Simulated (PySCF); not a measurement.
What binds AgBr: the parts of the energy along the bond

State: ¹Σ⁺, singlet, closed shell. RHF-based CCSD(T) in PySCF 2.14 with Ag cc-pVTZ-PP with ECP28, Br cc-pVTZ-PP with ECP10 and Ag cc-pVQZ-PP with ECP28, Br cc-pVQZ-PP with ECP10 (frozen core orbitals: 13; scalar-relativistic core potentials). Correlation energies are extrapolated as n⁻³ (n = 3, 4), Hartree–Fock as (n+1)·exp(−9√n). All energies in eV from Ag (4d10 5s1) + Br.

```tsv
R (Å)	HF/CBS	CCSD corr.	(T)	total
2.1326	-1.126	-1.150	-0.1449	-2.420
2.2295	-1.613	-1.034	-0.1312	-2.778
2.3264	-1.888	-0.934	-0.1196	-2.942
2.4234	-2.014	-0.848	-0.1102	-2.972
2.5203	-2.037	-0.774	-0.1027	-2.914
2.6415	-1.968	-0.697	-0.0957	-2.761
2.7627	-1.831	-0.634	-0.0911	-2.556
```

A fit to the total gives Re = 2.4024 Å, De = 2.975 eV, ωe = 247.6 cm⁻¹, Be = 0.06433 cm⁻¹ (masses 106.9051 and 78.9183 u).

Q: At R = 2.4234 Å the CCSD correlation energy is -0.546439 hartree in the smaller basis and -0.601541 in the larger. Extrapolate it.

A: (4³·E4 − 3³·E3)/(4³ − 3³) = -0.64175 hartree; the larger basis holds 93.7 % of it.

The T1 diagnostic is 0.019. The open-shell atoms are computed with UHF. Spin–orbit coupling, excitations beyond (T) and corrections to the Born–Oppenheimer picture are left out.
